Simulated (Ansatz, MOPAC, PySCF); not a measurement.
Species: HSOF₂, net charge 1, singlet state. SMILES: [OH+]=S(F)F
Geometry: optimised at B3LYP-D3(BJ)/def2-TZVP (Ansatz, a first-principles code).

Quantity: vertical ionisation energy to the doublet, in eV. Conventions: spin-orbit terms left out; 6-31G* and kin with 6d, 5d where marked; open shells spin-unrestricted; frozen cores in correlated levels; each state is the SCF solution reached for its charge and spin; dispersion terms only where a functional's name holds one; 6-311+G** with 5d, 6d on Na to Ar in Ansatz; non-relativistic. First-principles rows: single points at B3LYP-D3(BJ) geometries (Ansatz). Semi-empirical rows: differences of heats of formation at the shared geometry for vertical values.

```csv
level,program,vertical ionisation energy to the doublet (eV)
AM1,MOPAC,18.13
PM6,MOPAC,16.72
HF/6-31G*,Ansatz,20.77
PBE/6-311+G**,Ansatz,20.96
B3LYP/6-31G*,Ansatz,21.17
M06-2X/6-31G* (5d),PySCF,21.52
MP2/6-31G*,Ansatz,21.98
B3LYP/def2-TZVPD,Ansatz,21.20
PBE0/def2-TZVPD,Ansatz,21.14
wB97X-V/def2-TZVPD,Ansatz,21.25
```

No value to compare with is used here. The 7 habitual levels span 16.72 (PM6) to 21.98 eV (MP2/6-31G*); PBE0/def2-TZVPD gives 21.14.

The levels are drawn from those run, B3LYP/6-31G* more often than the rest, none by its result; runs whose electronic state is in doubt are left out.
